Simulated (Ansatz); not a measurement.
F$_{3}$Ti, doublet, geometry from GFN2-xTB (such geometries of metal compounds can be far from the true shape); HF/STO-3G in Ansatz (a first-principles code).

Ansatz was given this input:
Ansatz 0.2 input:
```yaml
crystal:
  periodic: [false, false, false]
  atoms:
    - {symbol: Ti, position_ang: [0.00000000, -0.00000000, -0.00000000]}
    - {symbol: F, position_ang: [-1.44890707, -0.87306393, 0.07165357]}
    - {symbol: F, position_ang: [0.02042256, 1.55241999, -0.67548625]}
    - {symbol: F, position_ang: [1.42848452, -0.67935606, 0.60383267]}
basis:
  gaussian:
    orbitals: STO-3G
hamiltonian:
  xc: hf
magnetization: {spin_polarized: true, initial_magnetization: 1}
```

The log (banner, timings and long lists left out):

```
Functional definition: HF
460 factors; integrals over basis functions are off by at most 1.4e-4 eV
mean field evaluation 1: about -30857.1275 eV, gradient 2.6e1 eV
mean field evaluation 2: about -30857.2209 eV, gradient 2.6e1 eV
mean field evaluation 4: about -30862.8068 eV, gradient 2.0e0 eV
mean field evaluation 8: about -30862.9037 eV, gradient 1.5e-4 eV
mean field -30862.90225737 eV, -1134.1907383317 hartree, gradient 5.3e-5 eV, S^2 0.758998; 0 other end points of the search recorded, 0 dependent functions left out
reference -30862.90225737 eV, -1134.1907383317 hartree; 25, 24 occupied and 8, 9 virtual orbitals, 460 factors
Total energy: -30862.90225737 eV, -1134.1907383317 hartree
```
